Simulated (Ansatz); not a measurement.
The lowest singlet and triplet of BH (SMILES [BH]); geometries from B3LYP-D3(BJ)/def2-TZVP, each state relaxed from the structure named, with no frequency check.
Singlet (charge 0, multiplicity 1):
```xyz
2

B      0.0000     0.0000    -0.2055
H      0.0000     0.0000     1.0276
```

| level | gap E(singlet) − E(triplet), vertical, at the singlet's geometry (kcal/mol) | minus FCI/cc-pVQZ | cost |
|---|---|---|---|
| U-HF/cc-pVDZ (spin-contaminated) | -12.95 | 18.00 | - |
| U-HF/cc-pVTZ (spin-contaminated) | -13.18 | 17.77 | - |
| U-B3LYP/def2-TZVPP | -26.43 | 4.52 | ×2 |
| R-wB97M-V/def2-TZVPP | -31.42 | -0.47 | ×2 |
| R-SCS-MP2/cc-pVTZ | -29.06 | 1.90 | - |
| U-CCSD/cc-pVDZ (spin-contaminated) | -29.45 | 1.51 | - |
| U-CCSD(T)/cc-pVTZ (spin-contaminated) | -30.65 | 0.30 | ×2 |
| R-CCSDT/cc-pVDZ | -29.88 | 1.07 | - |
| SC-NEVPT2 on SA-CASSCF(4,5)/cc-pVTZ | -31.03 | -0.08 | - |
| FIC-NEVPT4(SD) on SA-CASSCF(4,5)/cc-pVTZ | -30.86 | 0.09 | - |
| FIC-MRCISD+Q on SA-CASSCF(4,5)/cc-pVTZ | -30.82 | 0.14 | - |
| FCI/cc-pVDZ | -29.92 | 1.03 | ×1 |
| FCI/cc-pVTZ | -30.79 | 0.17 | ×6 |
| FCI/cc-pVQZ | -30.95 | 0.00 | ×100 |

 Full CI is exact for the correlated electrons in its own basis alone.

The rows run from -31.42 (R-wB97M-V/def2-TZVPP) to -12.95 kcal/mol (U-HF/cc-pVDZ (spin-contaminated)).

A positive gap puts the triplet lower; no zero-point energy. R- takes a restricted singlet. U- takes an unrestricted singlet (broken symmetry where lower, unprojected). The triplet is unrestricted in single-reference levels. Active spaces average the two states.

Correlated levels freeze the cores.

Doubts at one or more of the structures used: a restricted determinant that unrestricted orbitals would lower (R-SCS-MP2/cc-pVTZ, R-CCSDT/cc-pVDZ); T1 above 0.05 (U-CCSD/cc-pVDZ (spin-contaminated), U-CCSD(T)/cc-pVTZ (spin-contaminated)).

Programs: Ansatz (a quantum-chemistry and plane-wave program). Each number belongs to the level named beside it.

Costs are rough ratios of core time to R-PBE/def2-TZVPP (about 0.7 s over the structures, on one shared machine); a dash marks a level with no comparable run of its own.
